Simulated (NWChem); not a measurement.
# CrS2F2; SMILES [F][Cr]([F])(=[S])=[S]

Q: Give the equilibrium geometry at B3LYP/6-31G* (spherical d) (NWChem) as an XYZ file, with the point group.

A: point group C2v; any orientation.
```
5

Cr     0.0000     0.0000    -0.2303
S      1.6137     0.0000     0.9164
S     -1.6137     0.0000     0.9164
F      0.0000     1.3905    -1.2048
F      0.0000    -1.3905    -1.2048
```
